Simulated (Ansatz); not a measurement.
HClSi, triplet, at a GFN2-xTB geometry (the spin is typed, not shown lowest). Base run: B3LYP/cc-pVTZ in Ansatz (a quantum-chemistry and plane-wave program).

Input for Ansatz:
Ansatz 0.2 input:
```yaml
crystal:
  periodic: [false, false, false]
  atoms:
    - {symbol: Si, position_ang: [0.86396504, -0.22610767, 0.58191413]}
    - {symbol: H, position_ang: [2.08188360, -0.47765862, -0.16155694]}
    - {symbol: Cl, position_ang: [-0.83396437, 0.21430388, -0.46972005]}
basis:
  gaussian:
    orbitals: cc-pVTZ
hamiltonian:
  xc: b3lyp
magnetization: {spin_polarized: true, initial_magnetization: 2}
```

Each row names what was changed in the base input (with any setting that the change needs).

```csv
change,basis functions,E (Eh)
base,82,-750.29529
basis = cc-pVDZ-DK; relativity = none,41,-749.79956
basis = jorge-DZP-DKH; relativity = spin-free X2C,53,-752.29870
basis = jorge-DZP-DKH; relativity = none,53,-749.98153
basis = x2c-SVPall; relativity = none,41,-749.78561
basis = cc-pVDZ-DK; relativity = spin-free X2C; nucleus = Gaussian,41,-752.28738
basis = jorge-DZP-DKH; relativity = spin-free X2C; nucleus = Gaussian,53,-752.29804
basis = x2c-SVPall; relativity = spin-free X2C,41,-752.02400
basis = cc-pVDZ-DK; relativity = spin-free X2C,41,-752.28804
basis = x2c-SVPall; relativity = spin-free X2C; nucleus = Gaussian,41,-752.02341
```

Totals shift with the method and basis; they matter in differences.

Ansatz warned in this series: the basis is contracted for relativity, which the run leaves out.

Basis sets contracted for a relativistic Hamiltonian are a mismatch without it, so the rows without relativity aren't non-relativistic limits. No row has spin-orbit coupling; sets with core potentials leave out the core electrons.
